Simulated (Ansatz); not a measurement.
Basis sets compared for [In(NH3)6]3+ (InN6H18³⁺). Total charge 3; singlet. Geometry r2SCAN-D4/def2-SVP. Ansatz on 4 threads of Intel Xeon on a shared host; times are rough, and most runs start from earlier orbitals.

```xyz
25

In    0.000    0.000    0.000
N    -0.391    1.756   -1.493
H    -1.048    1.531   -2.253
H     0.447    2.097   -1.983
H    -0.790    2.603   -1.065
N     0.387   -1.741    1.512
H     1.121   -1.544    2.205
H     0.681   -2.629    1.083
H    -0.430   -2.001    2.082
N    -0.611   -1.544   -1.646
H    -1.609   -1.795   -1.648
H    -0.128   -2.451   -1.584
H    -0.431   -1.233   -2.611
N     0.626    1.523    1.659
H     0.285    1.289    2.602
H     0.299    2.487    1.508
H     1.643    1.624    1.781
N    -2.226    0.138    0.698
H    -2.849    0.614    0.030
H    -2.368    0.651    1.579
H    -2.684   -0.769    0.861
N     2.216   -0.132   -0.728
H     2.821   -0.732   -0.151
H     2.713    0.769   -0.757
H     2.328   -0.509   -1.680
```

In the def2 sets In takes a core potential; there is no spin–orbit coupling.

| level | functions | energy (Eh) | HOMO (eV) | LUMO (eV) | wall time |
| --- | --- | --- | --- | --- | --- |
| PBE-D4/def2-SVP | 200 | -527.9320 | -19.72 | -13.69 | 6.5 s |
| PBE0-D4/def2-SVP | 200 | -527.9722 | -21.25 | -12.68 | 11 s |

Question: Estimate the rows for PBE-D4/def2-TZVP (with forces), PBE0-D4/def2-TZVP.

Answer: 
```tsv
level	functions	energy (Eh)	HOMO (eV)	LUMO (eV)	wall time
PBE-D4/def2-TZVP (with forces)	344	-528.3301	-19.75	-13.79	13 s
PBE0-D4/def2-TZVP	344	-528.3608	-21.24	-12.79	19 s
```
